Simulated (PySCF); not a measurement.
Running PySCF for Cd³⁺

File input.py (PySCF 2.14):

```python
from pyscf import gto, scf

mol = gto.M(
    atom='Cd 0 0 0',
    basis='def2-svpd',
    ecp={'Cd': 'def2-svpd'},
    charge=3,
    spin=1,
    verbose=4,
)
mf = scf.ROHF(mol)
mf.kernel()
mf.mulliken_pop()
mf.dip_moment()
print('orbital energies (hartree):', mf.mo_energy[..., max(0, mol.nelec[1]-3):mol.nelec[0]+3].round(4))
```

```bash
$ python input.py
```

It prints (some set-up lines and the per-cycle HOMO/LUMO lines with their warnings removed):

```
PySCF version 2.14.0

[INPUT] Symbol           X                Y                Z      unit          X                Y                Z       unit  Magmom
[INPUT]  1 Cd     0.000000000000   0.000000000000   0.000000000000 AA    0.000000000000   0.000000000000   0.000000000000 Bohr   0.0

nuclear repulsion = 0
number of shells = 12
number of NR pGTOs = 60
number of NR cGTOs = 34
basis = def2-svpd
ecp = {'Cd': 'def2-svpd'}

******** <class 'pyscf.scf.rohf.ROHF'> ********
method = ROHF
initial guess = minao
damping factor = 0
level_shift factor = 0
DIIS = <class 'pyscf.scf.diis.CDIIS'>
SCF conv_tol = 1e-09
SCF max_cycles = 50
num. doubly occ = 8  num. singly occ = 1
init E= -152.205230679449
cycle= 1 E= -164.650281606729  delta_E= -12.4  |g|= 0.678  |ddm|= 2.39
cycle= 2 E= -164.673991709432  delta_E= -0.0237  |g|= 0.0614  |ddm|= 0.314
cycle= 3 E= -164.674589911448  delta_E= -0.000598  |g|= 0.0096  |ddm|= 0.049
cycle= 4 E= -164.674606970585  delta_E= -1.71e-05  |g|= 0.000619  |ddm|= 0.00688
cycle= 5 E= -164.674607129846  delta_E= -1.59e-07  |g|= 0.000142  |ddm|= 0.000843
cycle= 6 E= -164.674607144014  delta_E= -1.42e-08  |g|= 1.46e-05  |ddm|= 0.000321
cycle= 7 E= -164.674607144215  delta_E= -2.01e-10  |g|= 4.15e-06  |ddm|= 3.29e-05
Extra cycle  E= -164.674607144282  delta_E= -6.7e-11  |g|= 4.05e-06  |ddm|= 1.39e-05
converged SCF energy = -164.674607144282
 ** Mulliken pop  **
pop of  0 Cd 4s          -0.35857
pop of  0 Cd 5s           1.60808
pop of  0 Cd 6s           0.74812
pop of  0 Cd 7s           0.00249
pop of  0 Cd 8s          -0.00007
pop of  0 Cd 4px          2.00845
pop of  0 Cd 4py          2.00850
pop of  0 Cd 4pz          2.00564
pop of  0 Cd 5px         -0.01590
pop of  0 Cd 5py         -0.01597
pop of  0 Cd 5pz         -0.01183
pop of  0 Cd 6px         -0.00152
[22 lines left out]
 ** Mulliken atomic charges  **
charge of    0Cd =      3.00000

WARN: System has nonzero charge 3; the dipole moment is origin-dependent.
Location of origin: [0. 0. 0.]

Dipole moment(X, Y, Z, Debye): -0.00000,  0.00000, -0.00000
orbital energies (hartree): [-1.984  -1.9833 -1.9703 -1.6657 -0.9499 -0.705  -0.7048]
```

In short: E(SCF) = -164.674607 Eh, 7 cycles.

Wall time 0.62 s on one thread of a shared host.

No search for the lowest solution was made.
